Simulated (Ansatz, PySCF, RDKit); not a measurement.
Complex: CH3F (SMILES CF) (first 5 atoms) with CH6Si (SMILES C[SiH3]); geometry from B3LYP-D3(BJ)/def2-TZVP.
(charge 0, multiplicity 1):
```xyz
13

C     -0.1471    -0.1337     0.5081
F      1.0017     0.1518     1.2392
H     -0.8590     0.6806     0.6440
H      0.1251    -0.2283    -0.5437
H     -0.5711    -1.0684     0.8757
C     -0.6659    -0.1348     6.0528
Si    -0.0055    -0.0133     4.2986
H     -0.5806     0.8235     6.5688
H     -0.1091    -0.8769     6.6283
H     -1.7179    -0.4264     6.0561
H     -0.7822     0.9934     3.5350
H     -0.1402    -1.3231     3.6162
H      1.4208     0.3824     4.3105
```

Monomers are frozen at their geometry in the pair; levels with a basis set take the counterpoise correction. Rows marked so take none. RDKit's UFF carries no charges.

Rows in 3-21G carry no dispersion term and start afresh at each structure.

Codes used: Ansatz (Gaussian orbitals); PySCF for 3-21G rows; RDKit for the force fields. Values without a source in brackets are computed.

### Question
One of these levels gives -31.5 meV for the interaction energy. Name it.
A. wB97X-V/def2-TZVPPD
B. B3LYP/3-21G (no counterpoise)
C. UFF
D. PBE/def2-TZVPPD

### Answer
C, UFF. The others give -16.5 (PBE/def2-TZVPPD), -256.1 (B3LYP/3-21G (no counterpoise)), -62.1 (wB97X-V/def2-TZVPPD)

Ansatz is a program for electronic structure.
